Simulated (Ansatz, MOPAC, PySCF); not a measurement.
Isomers of CH3NO: 1 is NC=O, 2 is ON=C; one conformer of each (the lowest of an xTB search), B3LYP-D3(BJ)/def2-TZVP minima.
Isomer 1 (charge 0, multiplicity 1):
```xyz
6

N     -0.69349    -0.03135    -0.00926
C      0.66123     0.03381     0.00803
O      1.30816     1.04398    -0.14519
H     -1.22697     0.80978    -0.15881
H     -1.17580    -0.90221     0.12458
H      1.12687    -0.95401     0.18064
```
Isomer 2 (charge 0, multiplicity 1):
```json
[
 {"atom": "C", "x (Å)": "-0.8739", "y (Å)": "0.0868", "z (Å)": "0.0632"},
 {"atom": "N", "x (Å)": "0.1966", "y (Å)": "-0.5864", "z (Å)": "0.0910"},
 {"atom": "O", "x (Å)": "1.3165", "y (Å)": "0.2129", "z (Å)": "-0.1578"},
 {"atom": "H", "x (Å)": "-1.7923", "y (Å)": "-0.4553", "z (Å)": "0.2463"},
 {"atom": "H", "x (Å)": "-0.8935", "y (Å)": "1.1568", "z (Å)": "-0.1328"},
 {"atom": "H", "x (Å)": "2.0466", "y (Å)": "-0.4148", "z (Å)": "-0.1075"}
]
```

No zero-point or thermal terms.

Correlated levels freeze the cores. Rows in 6-311+G**, 6-31G* carry no dispersion term and start afresh at each structure (6-31G* with six Cartesian d functions). MP2/6-31G* freezes PySCF's default core. The state that PM7 reach isn't checked; PM7 holds dispersion and hydrogen-bond terms.

Codes used: Ansatz (a quantum-chemistry and plane-wave program); MOPAC for PM7 (differences of heats of formation); PySCF for 6-311+G** rows, 6-31G* rows, the dispersion terms. Values without a source in brackets are computed.

```tsv
level	electronic energy of isomer 2 less that of isomer 1 (kcal/mol)
PM7	41.31
SVWN5/def2-TZVPP	52.84
r2SCAN/def2-TZVPP	52.66
B3LYP/6-311+G**	52.13
PBE0-D3(BJ)/def2-TZVPP	52.97
B2PLYP/def2-TZVPP	52.63
MP2/6-31G*	52.99
SCS-MP2/cc-pVDZ	?
CCSD/cc-pVDZ	?
```

Problem. Some entries are withheld; supply them.

Solution. 
- SCS-MP2/cc-pVDZ, electronic energy of isomer 2 less that of isomer 1 (kcal/mol): 50.40
- CCSD/cc-pVDZ, electronic energy of isomer 2 less that of isomer 1 (kcal/mol): 48.71
